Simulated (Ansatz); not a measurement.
Consider the formal exchange of groups at a B–O bond: `BOCO` + `O[SiH2][SiH3]` → `B[SiH](O)[SiH3]` + `OCO`.

Gas-phase electronic energies from Ansatz, PBE0-D4/def2-TZVP geometries. CCSD(T)/CBS is the MP2 limit (def2-TZVPP, def2-QZVPP) plus CCSD(T) − MP2 in def2-TZVPP, frozen cores. This one scheme is used for every species. DFT in def2-TZVPP. B3LYP here is the variant with VWN-RPA as its local correlation; programs differ in this. One conformer a species, not always the lowest.

```json
{"level": "PBE0-D4", "ΔE (kJ/mol)": "148.7"}
{"level": "ωB97M-V", "ΔE (kJ/mol)": "161.0"}
{"level": "B3LYP", "ΔE (kJ/mol)": "162.2"}
{"level": "MP2/def2-TZVPP", "ΔE (kJ/mol)": "164.6"}
```

Problem. What does CCSD(T)/CBS give? (An estimate is asked.)

Solution. The calculation gave: +156.7 kJ/mol. The listed levels differ from it by -8.0, 4.3, 5.5, 7.9 kJ/mol.

Largest T1 diagnostic among the species: 0.014.

In def2-TZVPP, CCSD(T) changes the Hartree–Fock value by −9.9 kJ/mol (the triples alone add +0.0 kJ/mol) and MP2 by −4.4 kJ/mol.
